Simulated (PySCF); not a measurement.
Dipole response of Sb³⁺ (antimony, charge +3)

[Kr] 4d10 5s2, closed-shell 1S. Calculation: PySCF 2.14, in x2c-QZVPPall with one added diffuse shell each of s, p, d, f type (14s10p8d5f1g, 128 functions); scalar relativity by spin-free X2C-1e. Coupled (time-dependent) response in atomic units; α is the mean over directions.

| method | mean α (bohr³) | C₆ (like pair) | S(−4) |
| --- | --- | --- | --- |
| BHandHLYP | 10.89 | 52.29 | 48.37 |

S(−4) is the Cauchy moment in α(ω) = α(0) + S(−4) ω² + …

α(iu) at BHandHLYP:

| u (hartree) | α(iu) (bohr³) |
| --- | --- |
| 0 | 10.89 |
| 0.0500 | 10.77 |
| 0.100 | 10.43 |
| 0.200 | 9.300 |
| 0.300 | 7.954 |
| 0.500 | 5.698 |
| 0.750 | 4.007 |
| 1.00 | 3.062 |
| 1.50 | 2.076 |
| 2.00 | 1.553 |
| 3.00 | 0.9835 |
| 5.00 | 0.4954 |

For an ion, C₆ is the dispersion term alone; charge-induced terms of lower order in 1/R come first.
